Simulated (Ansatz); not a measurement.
Reaction (ligand exchange at a Ge–Cl bond): `[Cl][GeH3]` + `O[SiH](F)S` → `O[SiH](F)[S][GeH3]` + HCl

Gas-phase electronic energies from Ansatz, PBE0-D4/def2-TZVP geometries. CCSD(T)/CBS adds triple-zeta CCSD(T) − MP2 to the extrapolated MP2 energy (def2 sets, frozen cores). This one scheme is used for every species. Functionals use def2-TZVPP. For Ge outer-core shells are correlated without core-valence functions, which leaves a few kJ/mol of doubt a bond. Scalar relativity is left out up to krypton. One conformer a species, not always the lowest.

```tsv
species	ωB97M-V energy (Eh)
`[Cl][GeH3]`	-2538.89932
`O[SiH](F)S`	-864.72553
`O[SiH](F)[S][GeH3]`	-2942.82654
HCl	-460.79014
```

(1) Work out ΔE.

Largest T1 diagnostic among the species: 0.012.

## Answers

(1) ΔE = (-2942.82654) + (-460.79014) − (-2538.89932) − (-864.72553) = 0.00817 Eh = +21.5 kJ/mol. CCSD(T)/CBS gives +17.6 kJ/mol.

In def2-TZVPP, CCSD(T) changes the Hartree–Fock value by −19.3 kJ/mol (the triples alone add −2.7 kJ/mol) and MP2 by −21.1 kJ/mol. The D4 term adds −9.6 kJ/mol with B3LYP and −5.4 kJ/mol with PBE0; it sums over pairs of atoms, weighted by their polarisabilities, and B3LYP, whose exchange is more repulsive, gets the larger term. Leaving LDA and LC-ωPBE aside and taking each functional with its dispersion term where it has one, the values, not all of them listed here, spread over 9.3 kJ/mol, from revPBE-D4 to B2PLYP. LDA lies −7.0 kJ/mol from PBE without D4.

B3LYP here is the variant with VWN-RPA as its local correlation; programs differ in this.
